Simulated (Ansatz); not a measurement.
Start from `[SiH3][O][InH][O][SiH3]` and change one atom or group to get `[SiH3][O][InH][Br]`.

Ansatz, PBE0-D4/def2-TZVP geometries, multiplicity 1. Each molecule was computed in one conformer, which needn't be the lowest.

Elements past krypton have def2 core potentials. Scalar relativity is left out up to krypton.

| property | `[SiH3][O][InH][O][SiH3]` |
| --- | --- |
| LUMO energy (ωB97M-V/def2-TZVPP) / eV | -0.14 |
| ideal-gas entropy at 298 K and 1 bar (rigid rotor, harmonic PBE0-D4/def2-TZVP) / J/(mol·K) | 430 |
| size of the dipole moment (B3LYP/def2-TZVPP) / D | 2.54 |
| size of the dipole moment (ωB97M-V/def2-TZVPP) / D | 2.66 |
| HOMO–LUMO gap (B3LYP/def2-TZVPP) / eV | 6.12 |
| HOMO–LUMO gap (PBE/def2-TZVPP) / eV | 4.33 |

**Question.** What does the change do to each property? (Estimate.)

**Answer.** The calculation gave: 
```csv
property,`[SiH3][O][InH][Br]`,shift
LUMO energy (ωB97M-V/def2-TZVPP) / eV,-0.30,-0.16
"ideal-gas entropy at 298 K and 1 bar (rigid rotor, harmonic PBE0-D4/def2-TZVP) / J/(mol·K)",393,-37
size of the dipole moment (B3LYP/def2-TZVPP) / D,2.36,-0.18
size of the dipole moment (ωB97M-V/def2-TZVPP) / D,2.47,-0.19
HOMO–LUMO gap (B3LYP/def2-TZVPP) / eV,6.06,-0.06
HOMO–LUMO gap (PBE/def2-TZVPP) / eV,4.44,0.11
```

With PBE0 the HOMO falls by 0.20 eV and the LUMO falls by 0.25 eV, so the gap narrows by about 0.05 eV. PBE moves the HOMO by -0.25 eV and ωB97M-V by -0.18 eV. The zero-point energy changes by -74.7 kJ/mol with -12 modes. Dipoles are sizes alone; their direction can turn. Modes under 60 cm⁻¹, often nearly free rotors, make the harmonic entropy too high.

B3LYP here is the variant with VWN-RPA as its local correlation; programs differ in this.

Spin–orbit coupling is left out; it splits and shifts lone-pair levels of the heavy atoms by tenths of an eV.
